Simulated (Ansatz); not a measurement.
A structure relaxed at B3LYP-D4/def2-SVP in Ansatz, charge 1, singlet:

| atom | x (Å) | y (Å) | z (Å) |
| --- | --- | --- | --- |
| Ti1 | 0.870 | 1.521 | 0.047 |
| Ti2 | -0.772 | 0.752 | 1.385 |
| Ti3 | 0.245 | -0.216 | -1.722 |
| Ti4 | -1.397 | -0.989 | -0.387 |
| Al5 | 1.054 | -1.068 | 0.677 |

**Question.** Give its formula and point group.

**Answer.** the cluster Ti4Al⁺. Point group C2v (tolerance 0.1 Å).

**Question.** Summarise the bond lengths by kind (pairs closer than 1.2 times the sum of covalent radii, bridged metal pairs left out).

**Answer.** 6 × Ti–Ti 2.25 to 3.41 Å; 4 × Al–Ti 2.67 Å.

The restricted singlet is unstable towards broken spin symmetry in Hartree–Fock (as tested in another run); at B3LYP-D4/def2-SVP this wasn't settled. The relaxation made no stability test and no search for a lower SCF solution. No other spin state of charge 1 was run. Another isomer (singlet) lies 1.24 eV lower at PBE0-D4/def2-TZVP; other spin states weren't run for this one.
